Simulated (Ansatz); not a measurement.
`CC(=O)SCCCCCCCCCCCOc1ccccc1` with charge +1. The state is a doublet with charge 1. Geometry PBE-D4/def2-SVP, that of the neutral singlet; atoms count from 1.

```xyz
52

C     2.598    7.936   -2.038
C     2.103    6.510   -1.924
O     2.830    5.548   -1.755
S     0.309    6.383   -2.056
C     0.143    4.569   -1.927
C     0.254    3.853   -3.275
C     0.123    2.327   -3.166
C     1.262    1.641   -2.402
C     1.126    0.117   -2.354
C     2.287   -0.609   -1.658
C     2.545   -0.196   -0.198
C     1.336   -0.297    0.742
C     0.739   -1.702    0.870
C    -0.426   -1.771    1.861
C    -1.014   -3.168    1.987
O    -2.083   -3.117    2.924
C    -2.754   -4.263    3.222
C    -2.478   -5.522    2.649
C    -3.238   -6.640    3.034
C    -4.267   -6.524    3.978
C    -4.537   -5.264    4.545
C    -3.791   -4.143    4.173
H     3.284    8.007   -2.908
H     3.189    8.184   -1.133
H     1.775    8.666   -2.158
H    -0.838    4.384   -1.443
H     0.948    4.248   -1.234
H    -0.525    4.248   -3.961
H     1.235    4.110   -3.731
H    -0.850    2.071   -2.686
H     0.069    1.902   -4.192
H     1.311    2.042   -1.367
H     2.234    1.915   -2.871
H     0.164   -0.146   -1.858
H     1.033   -0.273   -3.392
H     2.104   -1.704   -1.708
H     3.220   -0.439   -2.239
H     3.371   -0.823    0.205
H     2.928    0.847   -0.171
H     0.538    0.406    0.412
H     1.638    0.058    1.752
H     0.393   -2.058   -0.126
H     1.538   -2.413    1.182
H    -1.234   -1.074    1.550
H    -0.096   -1.434    2.867
H    -1.384   -3.529    0.998
H    -0.236   -3.892    2.329
H    -1.678   -5.641    1.906
H    -3.015   -7.619    2.581
H    -4.855   -7.405    4.272
H    -5.343   -5.155    5.288
H    -3.987   -3.150    4.605
```

Single mean-field runs in def2-TZVP are fitted with def2-universal-jkfit.

**Question.** Estimate the Mulliken populations of the heavy atoms from the PBE0/def2-TZVP orbitals of Ansatz.

**Answer.** 
```csv
atom,charge (e),spin (α − β)
C1,-0.38,0.00
C2,0.22,-0.03
O3,-0.29,0.05
S4,0.04,0.25
C5,-0.21,-0.01
C6,-0.21,0.01
C7,-0.18,0.00
C8,-0.32,0.00
C9,-0.19,0.00
C10,-0.20,0.00
C11,-0.20,0.00
C12,-0.20,0.00
C13,-0.31,0.00
C14,-0.18,0.00
C15,-0.13,-0.01
O16,-0.12,0.19
C17,0.35,0.13
C18,-0.20,0.08
C19,-0.12,-0.03
C20,-0.06,0.28
C21,-0.08,-0.08
C22,-0.19,0.14
```
Mulliken values depend strongly on the basis.

**Question.** Where does the spin sit?

**Answer.** Summed by element: C 0.50, O 0.24, S 0.25, H 0.01, of 1 unpaired in all. Largest on single atoms: C20 0.28, S4 0.25, O16 0.19.

**Question.** And the Mayer bond orders between heavy atoms (over 0.3)?

**Answer.** C1–C2 0.99 (1.51 Å); C2–O3 1.95 (1.22 Å); C2–S4 1.12 (1.80 Å); S4–C5 0.97 (1.83 Å); C5–C6 0.98 (1.53 Å); C6–C7 0.99 (1.54 Å); C7–C8 1.01 (1.53 Å); C8–C9 1.01 (1.53 Å); C9–C10 0.99 (1.54 Å); C10–C11 0.97 (1.54 Å); C11–C12 0.99 (1.54 Å); C12–C13 1.02 (1.53 Å); C13–C14 1.01 (1.53 Å); C14–C15 1.05 (1.52 Å); C15–O16 0.90 (1.42 Å); O16–C17 1.24 (1.36 Å); C17–C18 1.24 (1.41 Å); C17–C22 1.26 (1.41 Å); C18–C19 1.50 (1.41 Å); C19–C20 1.34 (1.40 Å); C20–C21 1.34 (1.41 Å); C21–C22 1.51 (1.40 Å).
